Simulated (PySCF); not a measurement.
Electron correlation in Re²⁺ (rhenium, charge +2)

[Xe] 4f14 5d5, high-spin 6S determinant. Computed with PySCF 2.14 in aug-cc-pVDZ-PP with ECP60MDF (5s5p4d2f, 54 functions), with a scalar-relativistic core potential. Frozen: 5s2 5p6; 5 electrons correlated.

```
  level  correlation energy (mhartree)
   CCSD                         -46.59
    (T)                          -0.26
CCSD(T)                         -46.85
```

Diagnostics: T1 = 0.0029, D1 = 0.0041, largest double amplitude 0.021.

Cost of the coupled-cluster step: about 1.4 core-seconds, for 5 correlated electrons.

Iterations:

```
CC2 = 0
CCSD nocc = (np.int64(5), np.int64(0)), nmo = (50, 50)
frozen orbitals [[0, 1, 2, 3], [0, 1, 2, 3]]
max_cycle = 100
direct = 0
conv_tol = 1e-08
conv_tol_normt = 1e-06
diis_space = 8
diis_start_cycle = 0
Init t2, MP2 energy = -0.0403666730860066
Init E_corr(UCCSD) = -0.0403666730861476
cycle = 1  E_corr(UCCSD) = -0.0456576947355666  dE = -0.00529102165  norm(t1,t2) = 0.01748
cycle = 2  E_corr(UCCSD) = -0.0464132788540188  dE = -0.000755584118  norm(t1,t2) = 0.0042013
cycle = 3  E_corr(UCCSD) = -0.0466054818941994  dE = -0.00019220304  norm(t1,t2) = 0.00138502
cycle = 4  E_corr(UCCSD) = -0.0465914574239947  dE = 1.40244702e-05  norm(t1,t2) = 0.000178006
cycle = 5  E_corr(UCCSD) = -0.0465924277797318  dE = -9.70355737e-07  norm(t1,t2) = 1.82838e-05
cycle = 6  E_corr(UCCSD) = -0.0465923877907932  dE = 3.99889386e-08  norm(t1,t2) = 1.91723e-06
cycle = 7  E_corr(UCCSD) = -0.0465923924297996  dE = -4.63900639e-09  norm(t1,t2) = 1.1338e-07
UCCSD converged
E(UCCSD) = -77.08537135595031  E_corr = -0.04659239242979957
UCCSD(T) correction = -0.000260566724639026
```
